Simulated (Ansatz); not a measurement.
Cost and result for the atomization energy of C2H7NO2Si (`C=C[Si](N)(O)O`) (13 atoms, 12 bonds).

Cartesian coordinates in Å:
```
C -0.8043 1.6448 -1.0736
C -1.1630 0.6405 -0.2774
Si 0.0371 -0.5604 0.4587
N 1.4542 -0.5349 -0.5012
O 0.5097 -0.2369 2.0041
O -0.7874 -1.9738 0.5721
H 0.2348 1.8064 -1.3476
H -1.5253 2.3465 -1.4845
H -2.2183 0.5280 -0.0345
H 1.3854 -0.6425 -1.5006
H 2.3020 -0.9534 -0.1529
H 1.0453 0.5482 2.1253
H -0.4702 -2.6124 1.2121
```

Charge 0, multiplicity 1. Geometry: relaxed with PBE0-D4/def2-TZVP. It is one conformer, not always the lowest. Program: Ansatz. All runs use 2 threads of an AMD EPYC 7R13 on a shared host and a share of an NVIDIA H100 80 GB. Times are those of one run each, without the atoms' runs, and a repeat can differ threefold. Electronic energies, without spin–orbit coupling; frozen cores. CCSD(T)/CBS adds CCSD(T) − MP2 in def2-TZVPP to the MP2 limit, and its time is that of the two runs behind it. T1 = 0.011. B3LYP takes the VWN-RPA correlation (the form of Gaussian; ORCA's B3LYP/G).

CCSD(T)/CBS is a level of theory with its own doubt, some kJ/mol a heavy atom from the limit and from the frozen cores, so smaller differences don't rank the functionals.

```
                             level  functions  wall time  atomization (kJ/mol)  difference from CCSD(T)/CBS  per bond
                PBE0-D4/def2-TZVPP        295      4.2 s                5244.6                        -35.3      -2.9
   PBE-D4/def2-TZVPP (with forces)        295      4.5 s                5357.8                         77.9       6.5
                 B2PLYP/def2-TZVPP        295      4.5 s                5210.4                        -69.5      -5.8
r2SCAN-D4/def2-TZVPP (with forces)        295      4.7 s                5260.3                        -19.6      -1.6
 B3LYP-D4/def2-TZVPP (with forces)        295      4.8 s                5259.7                        -20.2      -1.7
                ωB97X-V/def2-TZVPP        295      5.5 s                5268.8                        -11.1      -0.9
                    MP2/def2-QZVPP        565        6 s                5328.5                         48.6       4.1
  ωB97M-V/def2-TZVPP (with forces)        295        7 s                5284.7                          4.8       0.4
                CCSD(T)/def2-TZVPP        295       26 s                5121.9                       -158.0     -13.2
                 CCSD(T)/CBS(def2)          –       32 s                5279.9                          0.0       0.0
```

The D4 term adds +46.5 kJ/mol with B3LYP and +24.5 kJ/mol with PBE0; it sums over pairs of atoms, weighted by their polarisabilities, and B3LYP, whose exchange is more repulsive, gets the larger term. From PBE to PBE0 (25 % exact exchange), in def2-TZVPP and without D4, the atomization energy moves by −108.7 kJ/mol: exact exchange takes away binding that semilocal exchange gives to molecules. In def2-TZVPP, CCSD(T) changes the Hartree–Fock value by +1375.5 kJ/mol (the triples alone add +82.6 kJ/mol) and MP2 by +1487.6 kJ/mol; breaking electron pairs costs correlation energy, which Hartree–Fock lacks.
